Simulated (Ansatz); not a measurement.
The same path of F3GeH + H2O (8 atoms, charge 0, multiplicity 1) was run twice with different band settings. Lost on the way: Ge1–H2, O6–H8. Made: Ge1–O6, H2–H8.

Method: RKS PBE-D4/def2-SVP in Ansatz 0.2.0.

Relaxed end points:

```xyz
8
Properties=species:S:1:pos:R:3
Ge 0.167 0.016 0.155
H 0.595 0.448 1.560
F 1.623 0.012 -0.810
F -0.828 1.104 -0.800
F -0.371 -1.638 -0.089
O -2.007 -0.064 1.235
H -2.447 0.477 0.546
H -2.198 -0.984 0.960
```

```xyz
8
Properties=species:S:1:pos:R:3
Ge -0.530 -0.307 -0.429
H 0.168 1.173 2.303
F 0.982 -0.871 0.182
F -0.321 1.369 -0.785
F -0.858 -1.141 -1.914
O -1.850 -0.584 0.699
H -2.521 -1.157 0.275
H -0.535 0.888 2.426
```

Common settings: spring 5.0 eV/Å²; optimiser quadratic models (default); start path through a guess of the saddle point; force threshold 0.05 eV/Å; iteration limit 60; end points relaxed.

| run | movable images | climbing image |
| --- | --- | --- |
| 1 | 7 | yes |
| 2 | 8 | no |

Q: What does each run give, and how far can it be trusted?

A: Run 1: converged after 34 iterations, highest image 1.806 eV above the first end. Neighbouring images differ by up to 1.2 eV, so the band resolves the path poorly. A vibrational analysis at the climbing image gives one clearly imaginary mode, 1256i cm⁻¹: a first-order saddle point.
Run 2: converged after 16 iterations, highest image 1.353 eV above the first end. No image climbed, so the highest image needn't sit at the top of the path.
The orbitals stay closed-shell, which can raise the energy where a bond breaks towards radicals; this wasn't checked here.
